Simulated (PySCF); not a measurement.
Molecule: SMILES C[BH2-][S@@+](C)CC, C₄H₁₃BS.

Bonds (- single, = double, # triple, : aromatic): C1-B2, B2-S3, S3-C4, S3-C5, C5-C6. C1 carries H7, H8, H9; B2 carries H10, H11; C4 carries H12, H13, H14; C5 carries H15, H16; C6 carries H17, H18, H19. Formal charges: B2 -1, S3 +1. Stereochemistry as in C[BH2-][S@@+](C)CC. H11, H16 are pro-R; H10, H15 are pro-S.

Frames of a GFN2-xTB Langevin trajectory at 600 K; GIAO PBE0/pcSseg-1 shieldings in PySCF, gas phase, non-relativistic; equivalent atoms averaged within each frame.

Scale: ¹³C (186.93 ppm) and ¹H (31.72 ppm) against TMS; ¹¹B (100.07 ppm) against BF3·OEt2; ³³S (503.73 ppm) against CS2 (reference shieldings calculated alike). The references are static minima.

Task: How do the shifts (ppm) fluctuate along the trajectory?

Result: 
```csv
time (fs),C5,C4,C6,C1,B2,S3,H10,H11,H15,H12/H13/H14
optimised geometry,44.8,26.4,14.4,-1.4,-11.2,22,2.20,2.69,2.76,2.07
250,47.5,40.9,17.2,-5.1,13.3,64,4.36,4.26,3.98,3.66
425,45.9,20.8,17.8,1.7,2.6,50,4.16,4.44,3.47,3.20
625,43.1,42.9,9.5,-5.1,-11.7,12,3.67,2.30,4.53,2.71
800,64.9,30.8,17.3,10.2,18.6,-9,3.39,3.91,3.67,2.80
1000,61.2,30.4,3.7,0.8,-6.1,44,2.82,3.32,3.63,1.75
mean of frames,52.5,33.1,13.1,0.5,3.3,32,3.68,3.65,3.86,2.83
standard deviation,9.8,9.0,6.3,6.3,12.7,30,0.61,0.86,0.42,0.71
```

5 frames give an uncertainty of the mean of about the standard deviation over 2.2 at best, since frames this close in time may not be independent; classical motion lacks zero-point vibration, and the reference would need the same averaging.
